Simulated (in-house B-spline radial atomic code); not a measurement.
Re⁺. Computed with a B-spline radial atomic code. Model: non-relativistic spherical atom: semilocal Troullier-Martins pseudo-atom, one channel per l, against all electrons, high spin, G0W0 and RPA with empty states to l = 8, local potential for every l without a channel, a model core (radius 0 = none) keeps its share of the functional.

The core holds an angular momentum without a channel of its own, so the local potential lets valence electrons into it.

Without relativity these are model numbers for so heavy an element.

What the tables leave out is listed at the end.

The pseudopotential gives back the lowest level of each angular momentum of its own functional in the configuration it was made in; a second state of the same l is only approximately right. Exact exchange, RPA and GW see the smooth pseudo-orbitals and miss the exchange with the core, for which the functional's share stands in. The column with an uncorrelated core keeps all orbitals and exact exchange, and so separates missing core correlation from pseudisation. Only the three outermost levels and the lowest empty one were computed. RPA here is direct RPA, with no exchange kernel, and its energies carry an (l + 1/2)⁻⁴ tail. A hybrid on a potential with a model core restores only its own semilocal share of the core's exchange.

Command:
```bash
python run_psgw.py task.json out
```
Settings (lengths in bohr, energies in hartree):
```
Z                      75
electrons              74
configuration          [Xe] 4f14 5d5 6s1
generated_in           [Xe] 4f14 5d5 6s2
functional             pbe,pbe
core_shells            11
radius_factor          0.8
core_correction        False
ion_configuration      [Xe] 4f14 5d5
```

Time taken, with all properties: 120 s on 1 thread of Arm Neoverse N1, on a shared host.

Given: made with PBE; model core radius 0 bohr; local radius 1.098 bohr; mean-field start PBE.

Valence shells of the generating configuration: 5p, 5d, 6s.

Channel: s 2.275, p 0.89, d 1.11 (radii in bohr).

Computed: largest level miss in the spin-unpolarised generating configuration 0.001 eV; valence RPA correlation energy all-electron orbitals -0.56094 hartree; valence RPA correlation energy pseudo -0.78344 hartree; all-electron RPA polarisability, core included 29.493 bohr³; pseudo-atom RPA polarisability 29.282 bohr³; ionisation by RPA all-electron 15.283 eV; ionisation by RPA pseudo minus all 1.292 eV.

```csv
level,occupied,mean-field all-electron (eV),mean-field pseudo minus all (eV),G0W0 all-electron (eV),G0W0 uncorrelated core minus all (eV),G0W0 pseudo minus all (eV),exchange self-energy all-electron (eV),exchange self-energy pseudo (eV)
6s up,1,-11.741,-0.026,-15.391,0.074,-1.066,-12.298,-12.751
5d up,1,-15.189,-0.023,-20.382,0.088,0.434,-28.568,-23.266
5d down (empty),0,-11.546,0.46,-7.8731,0.233,0.541,-10.975,-5.3064
```

**Question.** What is the ionisation by mean-field all-electron?

**Answer.** 15.06 eV.

**Question.** What is the ionisation by mean-field pseudo minus all?

**Answer.** 0.046 eV.

Given: mean-field start PBE0.

Computed: valence RPA correlation energy all-electron orbitals -0.52714 hartree; valence RPA correlation energy pseudo -0.73913 hartree; all-electron RPA polarisability, core included 25.969 bohr³; pseudo-atom RPA polarisability 23.584 bohr³; ionisation by mean-field all-electron 14.77 eV; ionisation by RPA all-electron 15.142 eV.

```json
{"level": "6s up", "occupied": "1", "mean-field all-electron (eV)": "-12.367", "mean-field pseudo minus all (eV)": "-0.513", "G0W0 all-electron (eV)": "-15.276", "G0W0 uncorrelated core minus all (eV)": "0.076", "G0W0 pseudo minus all (eV)": "-1.33", "exchange self-energy all-electron (eV)": "-12.136", "exchange self-energy pseudo (eV)": "-13.479"}
{"level": "5d up", "occupied": "1", "mean-field all-electron (eV)": "-16.839", "mean-field pseudo minus all (eV)": "0.224", "G0W0 all-electron (eV)": "-20.707", "G0W0 uncorrelated core minus all (eV)": "0.101", "G0W0 pseudo minus all (eV)": "0.508", "exchange self-energy all-electron (eV)": "-28.787", "exchange self-energy pseudo (eV)": "-23.405"}
{"level": "5p down", "occupied": "?", "mean-field all-electron (eV)": "?", "mean-field pseudo minus all (eV)": "?", "G0W0 all-electron (eV)": "?", "G0W0 uncorrelated core minus all (eV)": "?", "G0W0 pseudo minus all (eV)": "?", "exchange self-energy all-electron (eV)": "?", "exchange self-energy pseudo (eV)": "?"}
{"level": "5d down (empty)", "occupied": "0", "mean-field all-electron (eV)": "-9.8332", "mean-field pseudo minus all (eV)": "0.567", "G0W0 all-electron (eV)": "-7.344", "G0W0 uncorrelated core minus all (eV)": "0.238", "G0W0 pseudo minus all (eV)": "0.579", "exchange self-energy all-electron (eV)": "-10.372", "exchange self-energy pseudo (eV)": "-5.0646"}
```

**Question.** What belongs in the row 5p down?

**Answer.** occupied: 1; mean-field all-electron (eV): -51.592; mean-field pseudo minus all (eV): 1.477; G0W0 all-electron (eV): -55.773; G0W0 uncorrelated core minus all (eV): -0.125; G0W0 pseudo minus all (eV): 2.639; exchange self-energy all-electron (eV): -38.255; exchange self-energy pseudo (eV): -23.811.

**Question.** What is the ionisation by mean-field pseudo minus all?

**Answer.** 0.602 eV.

**Question.** What is the ionisation by RPA pseudo minus all?

**Answer.** 1.456 eV.

Given: mean-field start Hartree-Fock.

Computed: valence RPA correlation energy all-electron orbitals -0.44959 hartree; valence RPA correlation energy pseudo -0.63358 hartree; all-electron RPA polarisability, core included 20.617 bohr³; pseudo-atom RPA polarisability 14.48 bohr³; ionisation by RPA all-electron 14.824 eV; ionisation by RPA pseudo minus all 1.634 eV.

| level | occupied | mean-field all-electron (eV) | mean-field pseudo minus all (eV) | G0W0 all-electron (eV) | G0W0 uncorrelated core minus all (eV) | G0W0 pseudo minus all (eV) | exchange self-energy all-electron (eV) | exchange self-energy pseudo (eV) |
| --- | --- | --- | --- | --- | --- | --- | --- | --- |
| 6s up | 1 | -13.844 | -2.72 | -14.994 | 0.074 | -1.803 | -11.448 | -15.933 |
| 5d up | ? | ? | ? | ? | ? | ? | ? | ? |
| 5p down | 1 | -56.919 | 4.244 | -56.581 | -0.053 | 3.243 | -37.842 | -23.706 |
| 6s down (empty) | 0 | -5.1958 | -0.252 | -6.4098 | 0.037 | -0.064 | -0.8819 | -0.9964 |

**Question.** What belongs in the row 5d up?

**Answer.** occupied: 1; mean-field all-electron (eV): -21.14; mean-field pseudo minus all (eV): 0.971; G0W0 all-electron (eV): -21.25; G0W0 uncorrelated core minus all (eV): 0.117; G0W0 pseudo minus all (eV): 0.835; exchange self-energy all-electron (eV): -29.034; exchange self-energy pseudo (eV): -23.596.

**Question.** What is the ionisation by mean-field all-electron?

**Answer.** 13.658 eV.

**Question.** What is the ionisation by mean-field pseudo minus all?

**Answer.** 2.562 eV.

Among the listed levels the largest G0W0 shift of the pseudo-atom is +3.24 eV, for 5p down on the Hartree-Fock start, while leaving the core uncorrelated moves that level by -0.05 eV. So pseudisation and the lost core exchange, not the missing core correlation, make the error. Not in the tables (levels of low weight, unsolved or above zero; the highest and the empty levels are kept at any weight): on PBE the G0W0 levels 5p down (pseudo minus all +2.33 eV, weights 0.79 and 0.72).
